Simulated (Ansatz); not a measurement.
Cost and result for the atomization energy of `[SiH3]O[AsH2]` (8 atoms, 7 bonds).

Z-matrix (Å, degrees):
```
Si
O 1 1.644
H 1 1.489 2 111.2
H 1 1.489 2 111.2 3 120.5
H 1 1.482 2 106.8 3 -119.7
As 2 1.797 1 125.7 3 -61.8
H 6 1.528 2 95.6 1 133.3
H 6 1.528 2 95.5 1 -134.9
```

The species carries charge 0 and has multiplicity 1. Correlated methods include outer-core shells of As, which these sets cover unevenly. Scalar relativity is left out up to krypton. Geometry: relaxed with PBE0-D4/def2-TZVP. Program: Ansatz. All runs use 2 threads of an Arm Neoverse V1 on a shared host. Times are those of one run each, without the atoms' runs, and a repeat can differ threefold. Electronic energies, without spin–orbit coupling; frozen cores. CCSD(T)/CBS adds CCSD(T) − MP2 in def2-TZVPP to the MP2 limit, and its time is that of the two runs behind it. T1 = 0.012. With those shells the extrapolation isn't a true limit. B3LYP takes the VWN-RPA correlation (the form of Gaussian; ORCA's B3LYP/G). HSE06 is the plane-wave form, built on full-range PBE exchange.

CCSD(T)/CBS is a level of theory with its own doubt, some kJ/mol a heavy atom from the limit and from the frozen cores, so smaller differences don't rank the functionals.

```
                             level  functions  wall time
              revPBE-D4/def2-TZVPP        191      2.6 s
   PBE-D4/def2-TZVPP (with forces)        191      3.1 s
               HSE06-D4/def2-TZVPP        191      4.3 s
                  CCSD(T)/def2-SVP         89      4.6 s
r2SCAN-D4/def2-TZVPP (with forces)        191        6 s
 B3LYP-D4/def2-TZVPP (with forces)        191        6 s
                 B2PLYP/def2-TZVPP        191      6.5 s
             r2SCANh-D4/def2-TZVPP        191        7 s
                ωB97X-V/def2-TZVPP        191       10 s
                 B97M-V/def2-TZVPP        191       12 s
                    MP2/def2-QZVPP        366       23 s
                CCSD(T)/def2-TZVPP        191       92 s
                 CCSD(T)/CBS(def2)          –      110 s
```

What atomization energy does each give, and how far from CCSD(T)/CBS? (An estimate is asked.)

Computed: 
```
                             level  atomization (kcal/mol)  difference from CCSD(T)/CBS  per bond
              revPBE-D4/def2-TZVPP                   548.1                        -15.8      -2.2
   PBE-D4/def2-TZVPP (with forces)                   559.9                         -4.0      -0.6
               HSE06-D4/def2-TZVPP                   550.3                        -13.6      -1.9
                  CCSD(T)/def2-SVP                   512.7                        -51.2      -7.3
r2SCAN-D4/def2-TZVPP (with forces)                   560.7                         -3.2      -0.5
 B3LYP-D4/def2-TZVPP (with forces)                   564.3                          0.4       0.1
                 B2PLYP/def2-TZVPP                   555.7                         -8.2      -1.2
             r2SCANh-D4/def2-TZVPP                   556.4                         -7.5      -1.1
                ωB97X-V/def2-TZVPP                   569.5                          5.6       0.8
                 B97M-V/def2-TZVPP                   567.0                          3.1       0.4
                    MP2/def2-QZVPP                   556.0                         -7.9      -1.1
                CCSD(T)/def2-TZVPP                   547.6                        -16.3      -2.3
                 CCSD(T)/CBS(def2)                   563.9                          0.0       0.0
```

In def2-TZVPP, CCSD(T) changes the Hartree–Fock value by +154.2 kcal/mol (the triples alone add +7.3 kcal/mol) and MP2 by +152.7 kcal/mol; breaking electron pairs costs correlation energy, which Hartree–Fock lacks. From BLYP to BHLYP (50 % exact exchange), in def2-TZVPP and without D4, the atomization energy moves by −10.9 kcal/mol: exact exchange takes away binding that semilocal exchange gives to molecules. At CCSD(T), def2-SVP lies −51.2 kcal/mol from the extrapolated value and def2-TZVPP −16.3 kcal/mol: correlation converges slowly with the basis, and small sets miss more of it in the bonded molecule than in its fragments.
